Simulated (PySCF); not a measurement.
NMR data simulated for an unnamed compound:

1H NMR (300 MHz, computed): δ 5.40 (m, 1H), 4.98 (m, 1H), 2.12 (s, 3H), 2.06 (m, 2H), 1.92 (m, 2H).

13C{1H} NMR (computed): δ 116.1 (C), 90.4 (CH), 84.0 (C), 27.9 (CH2), 6.0 (CH3).

Theoretical values (PySCF 2.14): GFN2-xTB geometry, shielding tensors at PBE0/pcSseg-1 (GIAO). Fast rotation and ring inversion assumed for equivalent nuclei, single conformer, non-relativistic Hamiltonian, in vacuum.

Chemical shifts δ = σref − σ; TMS for 1H (σ = 31.72 ppm) and 13C (σ = 186.93 ppm), all at this level.

Problem. Which of these does the molecule contain: a benzene ring, a Si–CH3 group, a Si–H bond, a C≡C triple bond, a carboxylic acid?

Solution. 
- A benzene ring: no.
- A Si–CH3 group: no.
- A Si–H bond: yes (δH 4.98 (m)).
- A C≡C triple bond: yes (δC 116.1, 84.0).
- A carboxylic acid: no.

The data belong to `CC#C[Si@H]1C[C@H](F)C1`, C6H9FSi; they needn't prove each group on their own.

Carbon signals by region: 1 in the sp2 and nitrile region (100–160 ppm), 2 at 50–100 ppm, 2 below 50 ppm.

Splittings by 19F in the carbon and heteronuclear signals aren't shown, as no couplings were computed. Shifts are as computed. Against solution values, carbons near 30 ppm lie about +3 ppm off and those near 130 ppm about +5 ppm. Of 1211 compounds with measured shifts, 218 miss one by over three times the rms of a fit or turn the order of signals round; such compounds aren't used in these exercises. No couplings were computed; multiplicities are counted from neighbouring protons, with m where these are inequivalent, close in shift, in a saturated or five-membered ring or joined by F or P, and br s for small geminal =CH2 splittings.
